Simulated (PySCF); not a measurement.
**Co⁻ (cobalt, charge -1) across methods**

[Ar] 3d8 4s2, high-spin 3F determinant. All numbers are calculated (PySCF 2.14, the non-relativistic Hamiltonian (point nucleus), in def2-QZVPPD (11s6p5d4f2g, 100 functions)). The B2PLYP total includes its PT2 part (frozen core); its orbital energies are those of the SCF part.

| method | E (hartree) | mean ε 4s α (eV) | mean ε 3d β (eV) | mean ε 4s β (eV) | Σ⟨r²⟩ (bohr²) | ⟨S²⟩ |
| --- | --- | --- | --- | --- | --- | --- |
| PBE0 | -1382.549 | 0.531 | 0.712 | 0.804 | 59.43 | 2.012 |
| LDA | -1380.235 | 0.906 | 2.385 | 1.165 | 58.00 | 2.013 |
| wB97M-V | -1382.700 | -1.005 | -1.794 | -0.835 | 59.41 | 2.008 |
| r2SCAN | -1382.767 | 0.869 | 2.263 | 1.150 | 58.56 | 2.015 |
| UHF | -1381.35568 | -0.399 | -4.460 | -0.010 | 64.78 | 2.016 |
| CAM-B3LYP | -1382.867 | -0.327 | -0.679 | -0.069 | 58.88 | 2.008 |
| PBE | -1382.552 | 1.039 | 2.407 | 1.301 | 58.80 | 2.012 |
| r2SCANh | -1382.748 | 0.682 | 1.594 | 0.970 | 58.79 | 2.014 |

**Question.** Estimate the same row for B2PLYP.

**Answer.** E (hartree) = -1382.508; mean ε 4s α (eV) = 0.231; mean ε 3d β (eV) = -1.070; mean ε 4s β (eV) = 0.489; Σ⟨r²⟩ (bohr²) = 60.80; ⟨S²⟩ = 2.011.

The highest occupied level is positive at PBE0, B2PLYP, LDA, r2SCAN, PBE, r2SCANh: only the finite basis holds that electron, which in a density functional comes from self-interaction.
